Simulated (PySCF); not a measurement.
# Atomic charges against the basis set

Compound: C₃H₅BOS.
Cartesian coordinates in Å at the PBE0-D3(BJ)/def2-SVP level; atoms count from 1:
```xyz
11
C3H5BOS angstrom
C     -2.8872    1.9152   -0.3767
C     -1.9875    1.1328   -0.1363
B     -0.8138    0.1864    0.1373
O     -1.0376   -1.0163    0.7195
S      0.8207    0.7885   -0.3663
C      1.9097   -0.5844    0.1063
H     -3.6894    2.6003   -0.5845
H     -0.2419   -1.5442    0.8392
H      1.6929   -1.4941   -0.4738
H      2.9378   -0.2746   -0.1223
H      1.8547   -0.7970    1.1850
```

PBE0 throughout (PySCF), one geometry, spherical d and f functions. Geometry: PBE0-D3(BJ)/def2-SVP, one conformer, isolated molecule. The first 7 of 9 kinds of atom are listed.

Mulliken charges (e):

| basis | functions | C1 | C2 | B3 | O4 | S5 | C6 | H7 |
| --- | --- | --- | --- | --- | --- | --- | --- | --- |
| STO-3G | 39 | -0.138 | -0.136 | +0.167 | -0.290 | +0.108 | -0.326 | +0.115 |
| 6-31G | 68 | -0.281 | -0.106 | +0.248 | -0.589 | +0.188 | -0.791 | +0.271 |
| pcSseg-0 | 68 | -0.283 | -0.302 | +0.675 | -0.592 | -0.082 | -0.965 | +0.287 |
| 6-31G* | 98 | -0.281 | 0.000 | +0.201 | -0.561 | +0.036 | -0.730 | +0.237 |
| cc-pVDZ | 113 | -0.181 | +0.062 | +0.074 | -0.067 | -0.091 | -0.239 | +0.023 |
| def2-SVP | 113 | -0.149 | +0.096 | -0.013 | -0.102 | -0.124 | -0.228 | +0.049 |
| aug-cc-pVDZ | 187 | +0.647 | -0.237 | +0.686 | -0.546 | +0.021 | +0.173 | -0.579 |
| 6-311+G(2d,p) | 200 | -0.811 | +0.315 | +0.631 | -0.540 | +0.048 | -0.654 | +0.169 |
| def2-TZVP | 222 | -0.268 | -0.021 | +0.203 | -0.379 | -0.094 | -0.415 | +0.181 |
| cc-pVTZ | 254 | -0.069 | -0.167 | +0.114 | -0.230 | -0.058 | -0.301 | +0.155 |
| IGLO-III | 269 | -0.209 | -0.100 | +0.405 | -0.507 | +0.060 | -0.567 | +0.149 |

IAO charges (e):

```csv
basis,functions,C1,C2,B3,O4,S5,C6,H7
STO-3G,39,-0.145,-0.150,+0.102,-0.327,+0.182,-0.499,+0.158
6-31G,68,-0.172,-0.135,+0.191,-0.485,+0.066,-0.536,+0.205
pcSseg-0,68,-0.159,-0.133,+0.175,-0.460,+0.055,-0.531,+0.197
6-31G*,98,-0.167,-0.148,+0.219,-0.498,+0.074,-0.516,+0.200
cc-pVDZ,113,-0.178,-0.142,+0.210,-0.494,+0.076,-0.510,+0.203
def2-SVP,113,-0.171,-0.140,+0.202,-0.490,+0.082,-0.502,+0.196
aug-cc-pVDZ,187,-0.184,-0.141,+0.218,-0.514,+0.074,-0.517,+0.208
"6-311+G(2d,p)",200,-0.184,-0.143,+0.217,-0.517,+0.084,-0.526,+0.208
def2-TZVP,222,-0.184,-0.143,+0.220,-0.517,+0.086,-0.528,+0.208
cc-pVTZ,254,-0.184,-0.143,+0.222,-0.516,+0.079,-0.526,+0.208
IGLO-III,269,-0.186,-0.143,+0.217,-0.520,+0.090,-0.529,+0.209
```

Q: Which scheme is steadiest as the basis changes?

A: Largest range over the bases for any column: IAO 0.19 e, Mulliken 1.46 e. IAO charges move least and Mulliken charges most, counted in e. Without the minimal STO-3G basis the ranges are IAO 0.06, Mulliken 1.46 e.

Q: How much do the charges still move between the two largest bases, cc-pVTZ and IGLO-III?

A: At most, over all atoms: Mulliken 0.291 e, IAO 0.011 e.

Q: What do the same runs give for the total energy, the frontier levels and the dipole moment?

A: 
```
        basis  energy (Eh)  HOMO (eV)  LUMO (eV)  μ (D)
       STO-3G    -608.0676      -4.21       2.65   2.43
        6-31G    -615.1045      -7.26      -0.64   2.44
     pcSseg-0    -614.2578      -7.50      -0.82   2.37
       6-31G*    -615.1838      -7.11      -0.57   2.20
      cc-pVDZ    -615.2299      -7.15      -0.68   2.21
     def2-SVP    -614.9313      -7.19      -0.72   2.27
  aug-cc-pVDZ    -615.2460      -7.30      -0.97   2.19
6-311+G(2d,p)    -615.2928      -7.30      -0.99   2.24
    def2-TZVP    -615.3120      -7.29      -0.92   2.22
      cc-pVTZ    -615.3119      -7.27      -0.87   2.19
     IGLO-III    -615.3161      -7.27      -0.96   2.21
```

The dipole is fixed by the density alone, so its range of 0.25 D shows that the density itself changes with the basis, not only its division among atoms.
